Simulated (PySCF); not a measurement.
# C₆ coefficients of unlike pairs at wB97M-V

Calculated with PySCF 2.14 from the dipole response of each species, C₆(A,B) = (3/π) ∫ α_A(iu) α_B(iu) du, in atomic units, from isotropic polarisabilities. For ions this is the dispersion term alone; charge-induced terms of lower order in 1/R come first.

```csv
species,configuration,basis,relativity,α (bohr³),C₆ (like pair)
N⁺,[He] 2s2 2p2 (3P),dyall-av3z (15s9p3d2f),none,3.833,8.303
C⁻,[He] 2s2 2p3 (4S),"aug-cc-pVTZ with one added diffuse shell each of s, p, d, f type (6s5p4d3f)",none,85.13,639.6
Be,[He] 2s2 (1S),aug-cc-pVDZ-DK (4s3p2d),spin-free X2C,41.88,237.8
Rh³⁺,[Kr] 4d6 (5D),aug-cc-pwCVDZ-PP with ECP28MDF (6s6p5d3f),core potential,4.698,21.39
```

**Question.** Estimate C₆ for Rh³⁺ with Be.

**Answer.** The integral gives 46.67. The combination rule 2 C_A C_B / (C_A α_B/α_A + C_B α_A/α_B) gives 46.80 and the geometric mean 71.31.

No spin-orbit coupling is included.

The other pairs:

| pair | C₆ |
| --- | --- |
| Be, N⁺ | 34.91 |
| C⁻, N⁺ | 56.65 |
| Rh³⁺, C⁻ | 76.84 |
| Be, C⁻ | 385.9 |
| Rh³⁺, N⁺ | 12.92 |
